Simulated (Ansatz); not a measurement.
Sn2Ge. The state is a triplet with charge 0. Geometry PBE0-D4/def2-TZVP, that of the charge +1 doublet; atoms count from 1.

Cartesian coordinates in Å:
```
Ge 0.0562 1.1627 -0.1102
Sn 0.1793 -0.4143 1.9215
Sn -0.2355 -0.7484 -1.8113
```

In the def2 sets Sn takes a core potential; there is no spin–orbit coupling. At PBE0-D4/def2-TZVP a singlet of charge 0 lies 0.90 eV below the triplet at the same geometry. The structure comes from a short search, and lower isomers may exist.

Problem. Estimate the Mulliken populations from the PBE0/def2-TZVP orbitals of Ansatz.

Solution. 
```
atom  charge (e)  spin (α − β)
 Ge1       -0.21          0.55
 Sn2        0.10          0.73
 Sn3        0.10          0.73
```
Mulliken values and Mayer orders depend strongly on the basis.

Problem. Where does the spin sit?

Solution. Summed by element: Ge 0.55, Sn 1.45, of 2 unpaired in all. Largest on single atoms: Sn3 0.73, Sn2 0.73, Ge1 0.55.

Problem. And the Mayer bond orders between bonded heavy atoms (over 0.3)?

Solution. Ge1–Sn2 1.38 (2.57 Å); Ge1–Sn3 1.38 (2.58 Å). Values over 0.3 also appear between atoms too far apart for a bond (Sn2–Sn3 0.62 at 3.77 Å); they arise where an orbital or an unpaired electron spreads over both atoms.
